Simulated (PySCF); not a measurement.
Vertical excitation energies

C₅H₃F₃P₂.
SMILES: `FC(F)(F)C1=PC=CP=C1`

Computed, not measured: TDDFT B3LYP/def2-SVPD, vertical, gas phase, core orbitals frozen in the response (PySCF 2.14.0, density-fitted response routines). Geometry: GFN2-xTB; no solvent, vibrations or thermal averaging. Torsions of this conformer, `[F:1][C:2]([F:3])([F:4])[c:5]1[cH:6][p:7][cH:8][cH:9][p:10]1`: F1–C2–C5–C6 -59°.

```csv
state,E (eV),E (kJ/mol),λ (nm),f,|μ| (D),symmetry,"main configurations (H = HOMO, L = LUMO)"
S1,4.25,410,291.6,0.036,1.50,A′,"H→L+1 (54%), H-3→L (28%), H→L (16%)"
S2,4.38,422,283.3,0.019,1.07,A″,H-1→L (98%)
S3,4.42,426,280.7,0.156,3.05,A′,"H→L (76%), H→L+1 (11%)"
S4,4.48,432,276.8,0.0015,0.30,–,H-2→L (98%)
S5,4.86,468,255.4,0.0009,0.22,–,H-1→L+1 (99%)
S6,5.07,489,244.8,0.0001,0.06,–,H-2→L+1 (99%)
S7,5.26,508,235.6,0.0001,0.08,–,H-4→L (99%)
S8,5.40,521,229.5,0.222,3.29,A′,"H-3→L (63%), H→L+1 (30%)"
```

Triplets (Tamm–Dancoff): T1 2.55 eV, H→L (97%); T2 3.60 eV, H-1→L (92%); T3 3.61 eV, H→L+1 (95%).

The lowest singlet comes at 292 nm (410 kJ/mol) in the ultraviolet; it is of moderate strength; its leading configuration is HOMO→LUMO+1 (54%). The strongest level in the table is S8 at 5.40 eV (230 nm, f = 0.222). It is the last of those listed, so stronger ones may follow. Löwdin shares by element: HOMO phosphorus 50%, carbon 24% or more (atoms not listed hold the other 26%); LUMO phosphorus 58%, carbon 22% or more (atoms not listed hold the other 20%). Orbital energies (eV): HOMO-3 -8.53, HOMO-2 -8.36, HOMO-1 -8.21, HOMO -7.32, LUMO -2.96, LUMO+1 -2.18, LUMO+2 0.25. The listed states span 1.15 eV, and the widest gap between neighbours is 0.38 eV (S4 to S5). Of the 8 states listed, 4 reach f = 0.01 and 2 stay under 0.0005. Symmetry labels in Cs follow from the direction of the transition dipole and are given only for states with f of 0.002 or more. Singlets were solved by full linear response, triplets in the Tamm–Dancoff approximation.

Rough CPU time on one thread of a shared machine: about 2.1 min.
